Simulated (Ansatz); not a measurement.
Reaction (formal exchange of groups at a Ge–C bond): `N[C](=O)[GeH2][OH]` + `OC[SeH]` → `[OH][GeH2][SeH]` + `NC(=O)CO`

Isolated molecules relaxed with PBE0-D4/def2-TZVP in Ansatz; ΔE leaves out vibrations. CBS: MP2 limit from def2 TZ/QZ plus the TZ coupled-cluster correction, frozen cores. Functionals use def2-TZVPP. B3LYP here is the variant with VWN-RPA as its local correlation; programs differ in this. For Ge, Se outer-core shells are correlated without core-valence functions, which leaves a few kJ/mol of doubt a bond. Scalar relativity is left out up to krypton. Each species was taken in one conformer, which may not be the lowest.

Question: Is it downhill or uphill in electronic energy at CCSD(T)/CBS, and by how much? (An estimate is asked.)

Answer: Computed: Downhill: ΔE = -1.17 eV.

Question: What do these levels give: PBE-D4, r2SCAN-D4, B3LYP-D4, ωB97X-V, PBE, r2SCAN, HF/def2-TZVPP, MP2/def2-TZVPP, SCS-MP2/def2-TZVPP, MP2/def2-QZVPP, HF/CBS(def2), CCSD/CBS(def2)? (Best estimate.)

Answer: Computed: PBE-D4 -1.07, r2SCAN-D4 -1.16, B3LYP-D4 -1.14, ωB97X-V -1.21, PBE -1.08, r2SCAN -1.16, HF/def2-TZVPP -1.43, MP2/def2-TZVPP -1.18, SCS-MP2/def2-TZVPP -1.18, MP2/def2-QZVPP -1.19, HF/CBS(def2) -1.42, CCSD/CBS(def2) -1.22 eV.

Largest T1 diagnostic among the species: 0.015.

From PBE to PBE0 (25 % exact exchange), in def2-TZVPP and without D4, ΔE moves by −0.13 eV. In def2-TZVPP, CCSD(T) changes the Hartree–Fock value by +0.27 eV (the triples alone add +0.05 eV) and MP2 by +0.24 eV.
